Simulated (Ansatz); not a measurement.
`O=[C](S)[GaH2]` and `O=C(S)C[SeH]` differ in one atom or group.

Ansatz, PBE0-D4/def2-TZVP geometries, multiplicity 1. Each molecule was computed in one conformer, which needn't be the lowest.

Scalar relativity is left out up to krypton.

```
                                        property  `O=[C](S)[GaH2]`
  size of the dipole moment (PBE/def2-TZVPP) / D              2.61
           LUMO energy (ωB97M-V/def2-TZVPP) / eV             -0.84
               LUMO energy (PBE/def2-TZVPP) / eV             -3.46
               HOMO energy (PBE/def2-TZVPP) / eV             -5.60
size of the dipole moment (B3LYP/def2-TZVPP) / D              2.85
         HOMO–LUMO gap (ωB97M-V/def2-TZVPP) / eV              8.15
```

Problem. Give the same properties after the change, and the shifts. (Estimate.)

Solution. Ansatz gave: 
```
                                        property  `O=C(S)C[SeH]`  shift
  size of the dipole moment (PBE/def2-TZVPP) / D            3.08   0.47
           LUMO energy (ωB97M-V/def2-TZVPP) / eV            0.78   1.62
               LUMO energy (PBE/def2-TZVPP) / eV           -2.34   1.12
               HOMO energy (PBE/def2-TZVPP) / eV           -5.84  -0.24
size of the dipole moment (B3LYP/def2-TZVPP) / D            3.24   0.39
         HOMO–LUMO gap (ωB97M-V/def2-TZVPP) / eV           10.04   1.89
```

With PBE0 the HOMO falls by 0.20 eV and the LUMO rises by 1.28 eV, so the gap widens by about 1.48 eV. PBE moves the HOMO by -0.24 eV and ωB97M-V by -0.28 eV. Dipoles are sizes alone; their direction can turn.

B3LYP here is the variant with VWN-RPA as its local correlation; programs differ in this.

Spin–orbit coupling is left out; it splits and shifts lone-pair levels of the heavy atoms by tenths of an eV.
